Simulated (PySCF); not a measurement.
PySCF input for Ga(OH)2(SMe) (CH5GaO2S), SMILES [S]([Ga]([OH])[OH])C, C-PCM-PBE0/def2-SVP. Coordinates come from a B3LYP-D3(BJ)/def2-SVP optimisation. The structure was generated by enumeration; whether it is a known compound was not checked. The values are those of a single conformer.

```python
import numpy as np
from pyscf import gto, scf, dft
from pyscf.solvent import pcm

mol = gto.M(
    atom='''
    Ga   -0.00899093   -0.59835938   -0.00000000
    O     0.99351853   -2.07912939    0.00000000
    H     0.50065632   -2.90934145    0.00000000
    O    -1.80550593   -0.63607692    0.00000000
    H    -2.20867187   -1.51287691    0.00000000
    S     0.92169605    1.38124633    0.00000000
    C    -0.59866669    2.43706320   -0.00000000
    H    -1.51094914    1.82788099   -0.00000000
    H    -0.58077690    3.07140412    0.89658035
    H    -0.58077690    3.07140413   -0.89658035
    ''',
    basis='def2-SVP',
    charge=0,
    spin=0,
    max_memory=1600,
    verbose=3,
)
mf = dft.RKS(mol, xc='pbe0').density_fit(auxbasis='def2-universal-jkfit')
mf.grids.level = 3
mf.conv_tol = 1e-9
mf.max_cycle = 100
mf.kernel()
res = {}
for name, eps in {'water': 78.355, 'N,N-dimethylformamide': 37.219, 'ethanol': 24.852}.items():
    s = mf.PCM()
    s.with_solvent.method, s.with_solvent.eps, s.with_solvent.lebedev_order = 'C-PCM', eps, 29
    s.kernel(mf.make_rdm1())
    res[name] = (s.e_tot, eps, s.dip_moment(), s.mo_energy, s.converged)
    print(f'{name}: electrostatic solvation free energy {(s.e_tot - mf.e_tot) * 627.509474:.3f} kcal/mol')
```

Output:

```
converged SCF energy = -2513.5788667165

WARN: PCM is an experimental feature. It is still in testing.
Features and APIs may be changed in the future.

converged SCF energy = -2513.59487633034
Dipole moment(X, Y, Z, Debye): -3.01961, -1.79838,  0.00000
water: electrostatic solvation free energy -10.046 kcal/mol

WARN: PCM is an experimental feature. It is still in testing.
Features and APIs may be changed in the future.

converged SCF energy = -2513.59461615575
Dipole moment(X, Y, Z, Debye): -3.00785, -1.79049,  0.00000
N,N-dimethylformamide: electrostatic solvation free energy -9.883 kcal/mol

WARN: PCM is an experimental feature. It is still in testing.
Features and APIs may be changed in the future.

converged SCF energy = -2513.59437053951
Dipole moment(X, Y, Z, Debye): -2.99679, -1.78306,  0.00000
ethanol: electrostatic solvation free energy -9.729 kcal/mol
```

Self-consistency was reached.
